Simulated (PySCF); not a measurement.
**Bond curve of NaCa⁺**

Set-up: Na aug-pcseg-1, Ca aug-pcseg-1; no relativity (PySCF 2.14). Energies in eV from Na⁺ + Ca in their ground configurations at the same level. State: ¹Σ⁺ (singlet), closed shell.

All columns are BLYP. A positive dipole points towards Ca; it is taken about the centre of mass and depends on that origin.

```tsv
R (Å)	E (eV)	μ (D)	Mulliken charge on Na (basis-dependent)	HOMO (eV)	LUMO (eV)	Mayer bond order	⟨S²⟩
3.042	-0.912	-0.78	0.57	-8.31	-6.68	0.68	0.00
3.183	-1.003	-1.02	0.55	-8.22	-6.63	0.70	0.00
3.325	-1.054	-1.29	0.55	-8.13	-6.59	0.70	0.00
3.431	-1.073	-1.51	0.55	-8.07	-6.57	0.70	0.00
3.537	-1.077	-1.74	0.56	-8.00	-6.54	0.69	0.00
3.643	-1.072	-1.98	0.58	-7.94	-6.52	0.67	0.00
3.785	-1.052	-2.32	0.60	-7.86	-6.50	0.65	0.00
3.961	-1.013	-2.75	0.62	-7.76	-6.48	0.62	0.00
4.174	-0.955	-3.28	0.65	-7.65	-6.47	0.58	0.00
4.457	-0.871	-3.99	0.68	-7.51	-6.47	0.54	0.00
```

A fit through these points gives, at Re = 3.527 Å, μ = -1.72 D and dμ/dR = -2.22 D/Å; the reduced mass is 14.59 u.

Q: How strong is the fundamental in the double-harmonic approximation, I = 42.26·(dμ/dR)²/μred km/mol?

A: I = 42.26·(-2.22)²/14.59 = 14.3 km/mol at BLYP.

Closed-shell solutions of metal pairs were not tested for spin polarisation, which can lower them a little. For an ion De counts to the pair picked by the measured ionisation energies or electron affinities, which need not be the lowest pair at this level.
